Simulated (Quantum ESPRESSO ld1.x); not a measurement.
Results of a calculation; reference values are marked as such.
One sound ld1.x (Quantum ESPRESSO 7.5) input for the caesium ion Cs3+ gives E = -7553.808 hartree in 26 iterations:

```
 &input
    zed=55.0,
    iswitch=1,
    rel=0,
    dft='PBE',
    config='[Kr] 4d10 5s2 5p4',
    prefix='ld1',
    max_out_wfc=37,
    file_charge='ld1.rho',
 /
```

Changed or added lines, one case at a time, and what came of them:

- atom='D2' (without zed): crashed. The symbol names no element; the program warns, takes a nuclear charge of zero and dies without a result.
- config='[Kr] 4d10 5s2 5p4 6p4': not converged. The string holds 56 electrons for Z = 55, so the species has charge -1 and is not the one meant. The extra electrons are not bound, and the cycle does not converge.
- config='[Kr] 4d10 5s2 5p4 6s3': refused. The program stops in el_config with "wrong occupancy:3": an s shell holds at most 2 electrons.
- rel=2 cau_fact=53.49: crashed. The program stops in dirsol with "no classical turning point found": with c below Z the Dirac equation of a point nucleus has no 1s solution.
- lsd=1: silently wrong. The run ends normally, but in this build (ld1.x 7.5) Etot and Exc of a spin-polarised run lack the gradient corrections of exchange and correlation and come out near their LSDA values (nitrogen, PBE: -54.132 hartree against -54.536 from two other codes). The eigenvalues and orbitals are those of the GGA; the energies must not be used.
- isic=1 latt=1: refused. The program stops in ld1_readin with "isic and latter correction not allowed": the two corrections exclude each other.
- lsd=2: refused. The program stops in ld1_readin with "lsd not correct": lsd takes 0 or 1.
